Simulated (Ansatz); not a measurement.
A run for Ansatz (a first-principles code): R-PBE0/def2-TZVPPD on C2H4Si (SMILES C#C[SiH3]). Files ending in .json are basis or fitting sets from the Basis Set Exchange.

Ansatz 0.2 input:
```yaml
crystal:
  periodic: [false, false, false]
  atoms:
    - {symbol: C, position_ang: [-1.51545864, 1.37846351, 0.75122853]}
    - {symbol: C, position_ang: [-0.56332081, 0.70776336, 0.43583967]}
    - {symbol: Si, position_ang: [0.87950428, -0.31372284, -0.05537086]}
    - {symbol: H, position_ang: [-2.35654803, 1.97344578, 1.01763644]}
    - {symbol: H, position_ang: [0.53573615, -1.74234411, 0.06396102]}
    - {symbol: H, position_ang: [1.20314508, 0.01137719, -1.46203965]}
    - {symbol: H, position_ang: [2.02923032, 0.02806532, 0.80506116]}
basis:
  gaussian:
    orbitals: def2-TZVPPD.json
hamiltonian:
  xc: {name: PBE0}
scf: {lower_state_search: off}
```

Output:

```
WARN ansatz: RAYON_NUM_THREADS=1 ignored (pool sized by the plan → 1); use --threads N
Functional definition: PBE0
these checks for a lower state are left out or cut short: stability, starts, cluster_reference, orbital_swaps, neighbouring_geometries, increment
integrals: 0.08 GiB planned
906 factors; their error is unknown
mean field: 0.81 GiB planned
mean field evaluation 1: about -10005.3626 eV, gradient 4.2e1 eV
mean field evaluation 2: about -10004.1560 eV, gradient 4.5e1 eV
mean field evaluation 4: about -10009.6290 eV, gradient 4.5e0 eV
mean field evaluation 8: about -10009.6958 eV, gradient 4.1e-2 eV
mean field -10009.69580775 eV, -367.8495361192 hartree, gradient 5.4e-6 eV, S^2 0.000000; 0 other end points of the search recorded, 0 dependent functions left out
reference -10009.69583777 eV, -367.8495372224 hartree; 15, 15 occupied and 175, 175 virtual orbitals, 906 factors
Total energy: -10009.69583777 eV, -367.8495372224 hartree
Checks for a lower state left out: stability, starts, cluster_reference, orbital_swaps, neighbouring_geometries, increment
```

The calculation finished and met its thresholds.

Cost: roughly 1.5 core-seconds.
